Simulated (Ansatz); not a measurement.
Start from `C#[C][Al]([F])[Cl]` and change one atom or group to get `C#[C][Al]([NH2])[F]`.

Ansatz, PBE0-D4/def2-TZVP geometries, multiplicity 1. Each molecule was computed in one conformer, which needn't be the lowest.

```csv
property,`C#[C][Al]([F])[Cl]`
HOMO–LUMO gap (ωB97M-V/def2-TZVPP) / eV,11.34
LUMO energy (B3LYP/def2-TZVPP) / eV,-1.71
"ideal-gas entropy at 298 K and 1 bar (rigid rotor, harmonic PBE0-D4/def2-TZVP) / J/(mol·K)",337
HOMO–LUMO gap (PBE/def2-TZVPP) / eV,5.19
HOMO–LUMO gap (PBE0/def2-TZVPP) / eV,7.26
HOMO energy (ωB97M-V/def2-TZVPP) / eV,-11.02
```

Problem. What does the change do to each property? (Estimate.)

Solution. Computed: 
```tsv
property	`C#[C][Al]([NH2])[F]`	shift
HOMO–LUMO gap (ωB97M-V/def2-TZVPP) / eV	11.27	-0.07
LUMO energy (B3LYP/def2-TZVPP) / eV	-0.93	0.78
ideal-gas entropy at 298 K and 1 bar (rigid rotor, harmonic PBE0-D4/def2-TZVP) / J/(mol·K)	337	0
HOMO–LUMO gap (PBE/def2-TZVPP) / eV	4.81	-0.38
HOMO–LUMO gap (PBE0/def2-TZVPP) / eV	7.06	-0.20
HOMO energy (ωB97M-V/def2-TZVPP) / eV	-10.15	0.87
```

With PBE0 the HOMO rises by 0.99 eV and the LUMO rises by 0.78 eV, so the gap narrows by about 0.21 eV. PBE moves the HOMO by 1.14 eV and ωB97M-V by 0.87 eV. The zero-point energy changes by 63.6 kJ/mol with +6 modes.

B3LYP here is the variant with VWN-RPA as its local correlation; programs differ in this.
